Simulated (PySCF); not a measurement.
Compound: C₅H₇BO₂.
Atom-mapped SMILES: `[CH:1]#[C:2]/[C:3]([CH3:4])=[CH:5]\[B:6]([OH:7])[OH:8]` (hydrogens: H9 on C1; H10, H11, H12 on C4; H13 on C5; H14 on O7; H15 on O8)

Computed with PySCF at B3LYP/def2-SVPD, non-relativistic, on one gas-phase PBE0-D3(BJ)/def2-SVP geometry that isn't relaxed in the solvent. The solvent is an IEF-PCM continuum (Bondi radii, 1.10 Å for H, scaled by 1.2), and excitations are vertical TDDFT with non-equilibrium linear response and a frozen core. The model holds no explicit solvent molecules, cavitation or dispersion.

Gas-phase singlets (H = HOMO, L = LUMO):

| state | E (eV) | λ (nm) | f | leading configurations |
| --- | --- | --- | --- | --- |
| S1 | 4.688 | 264 | 0.000 | H-1→L 99% |
| S2 | 5.046 | 246 | 0.314 | H→L 90% |
| S3 | 5.876 | 211 | 0.000 | H→L+1 96% |
| S4 | 6.285 | 197 | 0.000 | H→L+4 53%, H→L+2 33% |
| S5 | 6.436 | 193 | 0.000 | H-4→L 96% |

Task: How does the list change in benzene (ε = 2.271)?

Result: 
```
state  E (eV)  λ (nm)      f  leading configurations  change by rank (eV)
   S1   4.746     261  0.000               H-1→L 99%               +0.058
   S2   4.932     251  0.425                 H→L 93%               -0.114
   S3   5.982     207  0.000               H→L+1 94%               +0.106
   S4   6.284     197  0.000    H→L+2 58%, H→L+3 20%               -0.001
   S5   6.400     194  0.000               H-4→L 96%               -0.036
```

Task: The ground-state energy changes by -0.165 eV from gas to benzene. By how much does the total energy of gas-phase S1 change?

Result: E(S1) = E(S0) + excitation energy, so it changes by -0.165 + 0.058 = -0.107 eV: it is lowered less than the ground state, which is what a blue shift means. This is the vertical state, with the slow part of the continuum still set for S0.

Task: How do the frontier levels move from gas to benzene?

Result: 
```csv
orbital,gas (eV),solvent (eV),change (eV)
LUMO+2,0.68,0.74,+0.06
LUMO+1,-0.18,-0.08,+0.10
LUMO,-1.57,-1.58,-0.01
HOMO,-6.82,-6.84,-0.02
HOMO-1,-7.57,-7.64,-0.07
HOMO-2,-8.77,-8.80,-0.03
HOMO-3,-9.01,-9.03,-0.02
```

The HOMO–LUMO gap goes from 5.24 to 5.26 eV. Rows go by rank; for LUMO+2 the atom shares or the degeneracy differ between the runs, so the row needn't follow one orbital.

The values belong to the conformer `[CH:1]#[C:2]/[C:3]([CH3:4])=[CH:5]\[B:6]([OH:7])[OH:8]`: C3–C5–B6–O7 179°, H–O7–B6–C5 0°, H–O8–B6–C5 180°.
